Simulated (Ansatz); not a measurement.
Input file for Ansatz (a first-principles code): U-CCSD(T)/cc-pVDZ on OH (SMILES [OH]).

Ansatz 0.2 input:
```yaml
crystal:
  periodic: [false, false, false]
  atoms:
    - {symbol: O, position_ang: [0.00000000, -0.00000000, 0.48836012]}
    - {symbol: H, position_ang: [-0.00000000, 0.00000000, -0.48836012]}
basis:
  gaussian:
    orbitals: cc-pVDZ
magnetization: {spin_polarized: true, initial_magnetization: 1}
correlation: {method: ccsd_t, electrons: outside_noble_gas}
scf: {omitted_lower_state_checks: [cluster_reference]}
```

Question: Predict the final total energy.

Answer: -75.5593 hartree (reference determinant -75.3936, T1 diagnostic 0.006).
